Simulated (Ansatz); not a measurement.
C6H14O3, SMILES `COCCOCCOC`. Charge 0, multiplicity 1. The geometry is a stationary point of PBE0-D4/def2-TZVP. It is one conformer, not always the lowest.

```xyz
23

C     2.045    1.490   -1.402
O     1.672    1.566   -0.053
C     0.431    2.205    0.150
C    -0.776    1.306   -0.041
O    -1.048    0.460    1.049
C    -0.116   -0.561    1.317
C     0.181   -1.479    0.142
O    -0.945   -1.919   -0.569
C    -1.861   -2.646    0.204
H     2.133    2.491   -1.846
H     3.017    0.998   -1.445
H     1.333    0.909   -2.004
H     0.344    3.073   -0.520
H     0.436    2.575    1.180
H    -1.663    1.939   -0.133
H    -0.692    0.733   -0.973
H     0.842   -0.158    1.668
H    -0.557   -1.127    2.141
H     0.813   -0.971   -0.588
H     0.758   -2.334    0.533
H    -2.606   -3.053   -0.480
H    -2.369   -2.015    0.942
H    -1.371   -3.480    0.728
```

What is the dipole moment at B3LYP/def2-TZVPP? (Estimate.)

The calculation gave: 0.73 D, with components (0.49, 0.22, -0.48) D in this frame, pointing from negative to positive charge.

And with PBE, r2SCAN, ωB97M-V? (Estimate.)

The calculation gave: PBE 0.68 D, r2SCAN 0.70 D, ωB97M-V 0.74 D.

Give the Mulliken charges with B3LYP, r2SCAN, PBE in def2-TZVPP. (Best estimate.)

Ansatz gave: 
| atom | B3LYP | r2SCAN | PBE |
| --- | --- | --- | --- |
| C1 | -0.13 | 0.00 | -0.14 |
| O2 | -0.34 | -0.34 | -0.27 |
| C3 | 0.05 | 0.14 | 0.05 |
| C4 | 0.00 | 0.06 | -0.03 |
| O5 | -0.34 | -0.34 | -0.27 |
| C6 | 0.03 | 0.12 | 0.01 |
| C7 | 0.01 | 0.11 | 0.00 |
| O8 | -0.34 | -0.34 | -0.27 |
| C9 | -0.13 | -0.01 | -0.15 |
| H10 | 0.09 | 0.04 | 0.08 |
| H11 | 0.12 | 0.07 | 0.11 |
| H12 | 0.08 | 0.05 | 0.08 |
| H13 | 0.06 | 0.02 | 0.05 |
| H14 | 0.09 | 0.04 | 0.08 |
| H15 | 0.09 | 0.04 | 0.08 |
| H16 | 0.07 | 0.04 | 0.06 |
| H17 | 0.08 | 0.04 | 0.07 |
| H18 | 0.09 | 0.04 | 0.08 |
| H19 | 0.09 | 0.04 | 0.08 |
| H20 | 0.06 | 0.02 | 0.05 |
| H21 | 0.11 | 0.06 | 0.11 |
| H22 | 0.10 | 0.06 | 0.09 |
| H23 | 0.08 | 0.04 | 0.07 |

B3LYP here is the variant with VWN-RPA as its local correlation; programs differ in this.
